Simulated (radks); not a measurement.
Q: Species: Ta I. Configuration: [Xe] 4f14 5d2 6s2 5f1 (not the ground configuration). Method: Dirac Kohn-Sham, LDA (Slater exchange, Perdew-Zunger correlation), spin-unpolarised, spherical densities, point nucleus; open shells are shared between the two j in proportion to 2j + 1; computed with a radial shooting solver on a logarithmic mesh with Libxc functionals.

Spin-orbit splittings of the eigenvalues, e(l+1/2) - e(l-1/2), with zeta = 2 splitting/(2l+1) and mean radii in bohr:

| shell | occ. | splitting (eV) | zeta (eV) | <r> j=l-1/2 | <r> j=l+1/2 |
|---|---|---|---|---|---|
| 2p | 6 | 1269 | 845.9 | 0.06489 | 0.07273 |
| 3p | 6 | 273.1 | 182.1 | 0.1944 | 0.2090 |
| 3d | 10 | 59.53 | 23.81 | 0.1830 | 0.1875 |
| 4p | 6 | 63.11 | 42.08 | 0.4646 | 0.4979 |
| 4d | 10 | 11.59 | 4.637 | 0.5167 | 0.5283 |
| 4f | 14 | 1.987 | 0.5678 | 0.6329 | 0.6437 |
| 5p | 6 | 8.937 | 5.958 | 1.214 | 1.319 |
| 5d | 2 | ? | ? | 1.976 | 2.043 |
| 5f | 1 | 0.00002317 | 6.619e-06 | 17.07 | 17.08 |

Estimate the 5d splitting.

A: 0.7049 eV (zeta = 0.2819 eV).
